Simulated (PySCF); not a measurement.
## Cu: ionisation energy

Cu [Ar] 3d10 4s1 (2S) → Cu⁺ [Ar] 3d10 (1S), as a difference of total energies. Calculation: PySCF 2.14, in x2c-TZVPPall; the spin-free X2C one-electron Hamiltonian (Gaussian nucleus). Correlated levels: valence: [Ar] frozen. The calculations carry no spin-orbit coupling.

```json
{"method": "UHF", "ionisation energy (eV)": "6.598", "error (eV)": "-1.128"}
{"method": "MP2 (valence)", "ionisation energy (eV)": "7.513", "error (eV)": "-0.213"}
{"method": "SCS-MP2 (valence)", "ionisation energy (eV)": "7.367", "error (eV)": "-0.359"}
{"method": "CCSD (valence)", "ionisation energy (eV)": "7.371", "error (eV)": "-0.355"}
{"method": "CCSD(T) (valence)", "ionisation energy (eV)": "7.493", "error (eV)": "-0.233"}
```

Reference: 7.726 eV (measured; NIST Atomic Spectra Database, ionization energies).

Errors of the correlated levels include the incompleteness of this basis and the frozen core.
